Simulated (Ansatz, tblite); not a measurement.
Spin states of the cluster Sn₅Cl₄⁺, each relaxed with PBE-D4/def2-SVP in Ansatz. Electronic energies in the gas phase.

In the def2 sets Sn takes a core potential; there is no spin–orbit coupling. The xTB rows come from tblite. Correlated methods freeze 40 core orbitals; core or outer-core shells of Sn are correlated, in sets that lack core-valence functions. The structure comes from a short search, and lower isomers may exist.

Doublet geometry:

Cartesian coordinates in Å:
```
Sn 3.290 1.486 -0.861
Sn -0.610 1.638 -0.677
Sn -0.634 -2.923 -1.161
Sn 1.389 -0.711 -0.684
Sn -0.010 -0.458 2.056
Cl -1.865 1.296 1.619
Cl -1.536 -2.448 1.277
Cl -1.651 -0.759 -2.074
Cl 1.627 2.879 0.505
```

Quartet geometry:

| atom | x (Å) | y (Å) | z (Å) |
| --- | --- | --- | --- |
| Sn1 | 3.516 | 0.921 | -0.553 |
| Sn2 | 0.142 | 1.527 | -0.646 |
| Sn3 | -1.277 | -1.754 | -1.789 |
| Sn4 | 1.536 | -1.387 | -0.424 |
| Sn5 | -0.381 | -0.786 | 1.968 |
| Cl6 | -1.475 | 1.496 | 1.522 |
| Cl7 | -2.336 | -1.965 | 0.586 |
| Cl8 | -1.897 | 0.682 | -2.300 |
| Cl9 | 2.171 | 1.265 | 1.636 |

⟨S²⟩: doublet 0.76 at PBE0-D4/def2-SVP (pure 0.75), quartet 3.76 at PBE0-D4/def2-SVP (pure 3.75).

Only these spin states were relaxed. The quartet has other bonds than the doublet, so the gap mixes isomer and spin.

```
             level  quartet − doublet (kcal/mol)  lowest of these                                  remarks
          GFN1-xTB                          36.5          doublet                                        –
          GFN2-xTB                          44.1          doublet                                        –
       HF/def2-SVP                          17.5          doublet  spin-contaminated (⟨S²⟩ 0.88) (doublet)
   PBE-D4/def2-SVP                          20.5          doublet                                        –
r2SCAN-D4/def2-SVP                          20.4          doublet                                        –
  PBE0-D4/def2-SVP                          20.7          doublet                                        –
 PBE-QIDH/def2-SVP                          22.3          doublet                                        –
      MP2/def2-SVP                          22.8          doublet  spin-contaminated (⟨S²⟩ 0.88) (doublet)
```

Change of the quartet − doublet gap on mixing in exact exchange, in kcal/mol: PBE to PBE0 (25 % exact exchange) 0.2.

The xTB methods have no term that favours high spin, so they put low spin too low.
